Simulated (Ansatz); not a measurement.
`BN(C=C)[SiH2]C`, charge 0, multiplicity 1.

(1) Give a relaxed structure at PBE0-D4/def2-TZVP (the Gaussian-basis code of Ansatz). (Best estimate.)

## Answers

(1) Computed: 
```xyz
16

B    -1.437   -1.262   -1.186
N    -0.603   -0.247   -0.683
C    -1.118    1.045   -0.496
C    -0.456    2.109   -0.053
Si    1.075   -0.606   -0.235
C     1.293   -0.600    1.614
H    -0.997   -2.362   -1.338
H    -2.576   -1.000   -1.448
H    -2.169    1.129   -0.756
H    -0.969    3.055    0.044
H     0.595    2.088    0.210
H     1.959    0.409   -0.868
H     1.377   -1.940   -0.801
H     0.685   -1.384    2.072
H     2.339   -0.790    1.869
H     1.003    0.356    2.053
```
This is one stationary point; other conformers may exist.
